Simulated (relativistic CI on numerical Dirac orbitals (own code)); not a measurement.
Charge states of rhenium

Computed by Dirac-Coulomb-Breit CI, separate exchange-only KLI orbitals for each configuration, a model potential for QED, valence Slater integrals scaled by 0.9 (own radial code, finite nucleus).

Each species is treated in one configuration, given outside its closed core. Radial values are for the open shell of highest l, unscaled and averaged over j; ζ includes the Breit term. Labels give the leading LS character, summed over repeated terms.

| Ion | Configuration | Its lowest level | LS weight (%) | Next level | E (cm⁻¹) | ζ (cm⁻¹) | g_J | g√(J(J+1)) |
| --- | --- | --- | --- | --- | --- | --- | --- | --- |
| Re²⁴⁺ | 4d¹⁰4f⁵ | ⁶H°5/2 | 67 | ⁶H°7/2 | 11374 | 7944 | 0.412 | 1.22 |
| Re²⁵⁺ | 4d¹⁰4f⁴ | ⁵I4 | 80 | ⁵I5 | 15828 | 8248 | 0.644 | 2.88 |
| Re²⁶⁺ | 4d¹⁰4f³ | ⁴I°9/2 | 81 | ⁴I°11/2 | 22455 | 8558 | 0.762 | 3.79 |
| Re²⁷⁺ | 4d¹⁰4f² | ³H4 | 87 | ³F2 | 19992 | 8876 | 0.825 | 3.69 |
| Re²⁸⁺ | 4d¹⁰4f | ²F°5/2 | 100 | ²F°7/2 | 32329 | 9201 | 0.854 | 2.52 |
| Re²⁹⁺ | 4d¹⁰ | ¹S0 | 100 |  |  |  |  | 0.00 |
| Re³⁰⁺ | 4d⁹ | ²D5/2 | 100 | ²D3/2 | 142800 | 57000 | 1.197 | 3.54 |
| Re³¹⁺ | 4d⁸ | ³F4 | 89 | J = 2 (mixed) | 26596 | 58110 | 1.218 | 5.45 |
| Re³²⁺ | 4d⁷ | ⁴F9/2 | 62 | J = 3/2 (mixed) | 37350 | 59230 | 1.236 | 6.15 |
| Re³³⁺ | 4d⁶ | J = 4 (mixed) | 39 | J = 2 (mixed) | 22902 | 60360 | 1.272 | 5.69 |
| Re³⁴⁺ | 4d⁵ | J = 5/2 (mixed) | 28 | J = 5/2 (mixed) | 112480 | 61500 | 1.355 | 4.01 |
| Re³⁵⁺ | 4d⁴ | ³P0 | 59 | ⁵D1 | 127260 | 62650 |  | 0.00 |
| Re³⁶⁺ | 4d³ | J = 3/2 (mixed) | 49 | ⁴F5/2 | 132220 | 63820 | 0.694 | 1.34 |
| Re³⁷⁺ | 4d² | ³F2 | 75 | ³P0 | 65761 | 65000 | 0.758 | 1.86 |
| Re³⁸⁺ | 4d | ²D3/2 | 100 | ²D5/2 | 165880 | 66190 | 0.795 | 1.54 |
| Re³⁹⁺ | 3d¹⁰4s²4p⁶ | ¹S0 | 100 |  |  |  |  | 0.00 |
| Re⁴⁰⁺ | 3d¹⁰4s²4p⁵ | ²P°3/2 | 100 | ²P°1/2 | 809000 | 538800 | 1.329 | 2.57 |
| Re⁴¹⁺ | 3d¹⁰4s²4p⁴ | ? | ? | ? | ? | ? | ? | ? |
| Re⁴²⁺ | 3d¹⁰4s²4p³ | J = 3/2 (mixed) | 47 | ⁴S°3/2 | 779020 | 553800 | 1.361 | 2.64 |
| Re⁴³⁺ | 3d¹⁰4s²4p² | ³P0 | 70 | ³P1 | 798540 | 561400 |  | 0.00 |
| Re⁴⁴⁺ | 3d¹⁰4s²4p | ²P°1/2 | 100 | ²P°3/2 | 854360 | 569000 | 0.659 | 0.57 |
| Re⁴⁵⁺ | 3d¹⁰4s² | ¹S0 | 100 |  |  |  |  | 0.00 |
| Re⁴⁶⁺ | 3d¹⁰4s | ²S1/2 | 100 |  |  |  | 1.995 | 1.73 |
| Re⁴⁷⁺ | 3d¹⁰ | ¹S0 | 100 |  |  |  |  | 0.00 |

Q: Fill in the row of Re⁴¹⁺.

A: Its lowest level ³P2; LS weight (%) 70; Next level ¹S0; E (cm⁻¹) 70607; ζ (cm⁻¹) 546300; g_J 1.343; g√(J(J+1)) 3.29.
